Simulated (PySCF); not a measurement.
F3HOTi, SMILES [OH][Ti]([F])([F])[F], multiplicity 1.

The structure is a stationary point at PBE0-D3(BJ)/def2-SVP. A frequency run showed that this geometry is not a minimum. The spin state was assumed, not searched. Other conformers were not sampled.

Method: PySCF with PBE/def2-TZVP.

Symmetry labels are those of the subgroup Cs that the program uses (full group C3v).

Computed valence orbital energies around the gap with their symmetry:
| orbital | symmetry | energy (eV) |
|---|---|---|
| HOMO−7 | A' | -10.93 |
| HOMO−6 | A" | -10.93 |
| HOMO−5 | A' | -10.38 |
| HOMO−4 | A" | -10.09 |
| HOMO−3 | A' | -10.09 |
| HOMO−2 | A" | -9.81 |
| HOMO−1 | A" | -8.83 |
| HOMO | A' | -8.83 |
| LUMO | A' | -3.15 |
| LUMO+1 | A" | -3.15 |
| LUMO+2 | A' | -2.34 |
| LUMO+3 | A" | -1.85 |
